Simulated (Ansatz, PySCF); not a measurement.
Gas-phase reaction (SMILES): [AsH3] (AsH3) → [AsH2] (AsH2) + H atom; the As-H bond at the site shown breaks (other sites are not compared here).

Geometries: B3LYP-D3(BJ)/def2-TZVP minima from Ansatz (a program for electronic structure). Cores are frozen in the correlated levels unless marked. Open shells are spin-unrestricted. Spin-orbit coupling is left out. Frozen are the shells of the preceding noble gas and the d and f shells that filled before the atom's block. Non-relativistic. CBS marks a two-point X^-3 extrapolation of the correlation energy; Hartree-Fock from the larger set (for Q and 5 zeta extrapolated as (X+1)exp(-9√X)). Thermal terms are rigid-rotor harmonic-oscillator values from B3LYP-D3(BJ) frequencies (PySCF) at 298.15 K and 1 atm. 1 Eh = 627.5095 kcal/mol. Atoms have translation alone. Electronic entropy comes from spin alone.

```tsv
species	E, CCSD(T)/CBS(cc-pVQZ,cc-pV5Z) (Ansatz) (Eh)	E, wB97X-V/def2-TZVPD (Ansatz) (Eh)	H - E (Eh)	G - E (Eh)
[AsH3] (AsH3)	-2236.18382	-2237.45394	0.02560	0.00029
[AsH2] (AsH2)	-2235.55780	-2236.82684	0.01597	-0.00961
H atom	-0.50000	-0.50049	0.00236	-0.01065
```

Q: Work out ΔE and ΔH, ΔG, ΔS and the equilibrium constant at 298.15 K at the first level, then ΔH at the second.

A: 
1. ΔE = [(-2235.55780) + (-0.50000)] - [(-2236.18382)] = 0.12602 Eh = 79.1 kcal/mol at CCSD(T)/CBS(cc-pVQZ,cc-pV5Z).
2. The terms H - E add up to -0.00727 Eh, so ΔH = (0.12602 + (-0.00727))×627.5095 = 74.5 kcal/mol.
3. The terms G - E add up to -0.02055 Eh, so ΔG = 66.2 kcal/mol, and ΔS = (-0.00727 - (-0.02055))×627509.5/298.15 = 28.0 cal/(mol K).
4. log10 K = -ΔG/(RT ln 10) = -48.5, with RT ln 10 = 1.3642 kcal/mol.
5. With ΔH and ΔS taken as constant, ΔG changes sign near ΔH/ΔS = 2660 K, a rough figure that leaves out heat capacities.
6. At wB97X-V/def2-TZVPD the same steps give ΔE = 79.4 and ΔH = 74.9 kcal/mol, a shift of +0.4 from the first level.
7. These values are not checked against measurement here, since the tables used lack a sound gas-phase enthalpy of formation for at least one species.
